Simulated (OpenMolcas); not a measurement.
An OpenMolcas run meant for Eu V (ANO-RCC-VDZ, DKH2; inactive shells 1s 2s 2p 3s 3p 3d 4s 4p 4d 5s 5p; intended active space 5 electrons in 7 orbitals (4f)). One step of its input:

```
&RASSCF
FileOrb=start.orb
Symmetry=2
Spin=6
nActEl=6 0 0
Inactive=15 12
Ras2=0 7
CIRoot=21 21 1
SDav=21
CIMx=300
Iter=91 100
PrWF=0.3
OrbListing=Nothing
MaxOrb=0
Atom
>>> COPY $Project.JobIph JOB001
```

Lines from the output:

```
--- SEWARD ---
Basis set label: EU.ANO-RCC...7S6P4D2F.

      Electronic valence basis set:
      ------------------
      Associated Effective Charge  63.000000 au
      Associated Actual Charge     63.000000 au
      Nuclear Model: Point charge

      Shell  nPrim  nBasis  Cartesian Spherical Contaminant
         s      25       7        X
         p      22       6        X
         d      15       4                 X
         f      11       2                 X
                  Relativistic Douglas-Kroll-Hess integrals:
                    - DKH order of Hamiltonian: 2
                    - DKH order of Properties : 0
                  Atomic mean-field integrals
--- RASSCF ---

 Nr of active orbitals     NAC=   7
 Spin degeneracy         ISPIN=   6
 There can be no such wave function.
 ************************************************
--- Stop Module: rasscf at  /rc=_RC_INPUT_ERROR_ ---
.####################.
.# User input error #.
.####################.
```

Q: What is wrong with the input?

A: nActEl holds one electron too many for this ion, which clashes with the multiplicity.
